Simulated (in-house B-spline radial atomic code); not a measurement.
**Ionising Tl3+ with different functionals**

Computed with an all-electron radial atomic-structure program (B-spline basis): scalar-relativistic (spin-free X2C) Hamiltonian, Fermi nucleus of rms radius 5.4759 fm, spin-polarised at highest spin, spherical fractional occupations for the functionals, the average over the highest-spin determinants for Hartree-Fock. The ionisation energy is the difference of two self-consistent energies, [Xe] 4f14 5d10 → [Xe] 4f14 5d9, without Breit or QED terms; ε is the level of the shell that loses the electron (its least bound occupied spin orbital). There is no spin-orbit coupling in this Hamiltonian.

Hybrids are left out here: with spherical fractional occupations of an open shell their exact exchange keeps a self-interaction that integer-occupation calculations don't have.

```
           method          rung  ΔSCF (eV)  -ε(5d) (eV)
     Hartree-Fock  Hartree-Fock          ?            ?
         LDA VWN5           LDA      51.85        44.55
         LDA PW92           LDA      51.85        44.54
LDA exchange-only           LDA      50.12        42.88
              PBE           GGA      51.54        44.26
           PBEsol           GGA      51.57        44.28
             BLYP           GGA          ?            ?
             RPBE           GGA      51.46        44.18
             PW91           GGA      51.63        44.34
             BP86           GGA      51.64        44.36
             AM05           GGA      51.59        44.29
             OLYP           GGA      51.71        44.40
             TPSS      meta-GGA      51.52        44.24
             SCAN      meta-GGA      51.83        44.60
           r2SCAN      meta-GGA      51.87        44.63
          revTPSS      meta-GGA      51.50        44.22
```

Q: What does Hartree-Fock give?

A: ΔSCF 50.16 eV, and -ε(5d) = 51.58 eV.

Q: What does BLYP give?

A: ΔSCF 51.39 eV, and -ε(5d) = 44.11 eV.

Q: How do they compare with the NIST value?

A: NIST lists 51.14 eV ± 0.04 (measured, ground level to ground level). Errors run from -1.02 to +0.73 eV; BLYP is closest (+0.25 eV), but part of that can be cancellation, since the calculations leave out spin-orbit coupling, Breit-QED terms, multiplet and fine-structure energies. Hartree-Fock also lacks correlation.
